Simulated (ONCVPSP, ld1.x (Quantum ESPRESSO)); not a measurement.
**Potentials for Te compared**

Generated with ld1.x 7.5 (TM, RRKJ, ultrasoft, PAW), atompaw 4.2 or ONCVPSP 4.0.1. The cutoff is in Ry: for ld1.x and atompaw files where the sum of valence levels is converged to 10 mRy in a Bessel basis, for ONCV files where the hardest occupied wave has 1 mHa per electron of residual kinetic energy. The error is the largest all-electron minus pseudo excitation energy over each file’s own four to seven test configurations (ionisations up to +4, promotions, holes and added fractions of an electron), all of which were solved. The labels leave out finer settings (local radius, basis sizes, second energies), which also bear on the numbers. Spin-polarised tests are not counted. The rows are a selection from randomly drawn settings: files with unsolved tests, undetermined cutoffs or missed reference levels are left out.

A true bound ghost makes a file unfit for plane-wave use even where its test errors are small: the radial tests pick states by their node count and pass the ghost by.

| potential | cutoff (Ry) | largest error (meV) | bound ghosts |
| --- | --- | --- | --- |
| PAW, PBE, scalar-relativistic, rc 2.05/2.45/1.30 (spd), local smoothed, core correction yes, reference 4d10 5s2 5p4 | 90 | +883 | none |
| PAW, LDA (PZ), scalar-relativistic, rc 1.86/2.36/1.66 (spd), local smoothed, core correction yes, reference 4d10 5s2 5p4 | 50 | -38 | none |
| PAW, PBE, scalar-relativistic, rc 1.75/2.45/0.95 (spd), local smoothed, core correction yes, reference 4d10 5s2 5p2.5 | 140 | -11 | none |
| TM, LDA (PZ), scalar-relativistic, rc 1.95/1.50/1.40 (spd), local d, core correction yes, reference 4d10 5s1.5 5p4.5 | 110 | -414 | s, p |
| ONCV, revPBE, fully relativistic, rc 1.15/1.25/1.10/1.15 (spdf), local smoothed, core correction yes, reference 4s2 4p6 4d10 5s2 5p4, qcut 11.2/10.7/14.8/9.8, projectors 2/2/1/2 | 114 | +10 | none |

Q: Fill in the row for Te: TM, PBE, scalar-relativistic, rc 1.50/1.90/1.15 (spd), local p, core correction yes, reference 4d10 5s1.75 5p4.25.

A: cutoff 110 Ry, largest error +20 meV, bound ghosts: none.
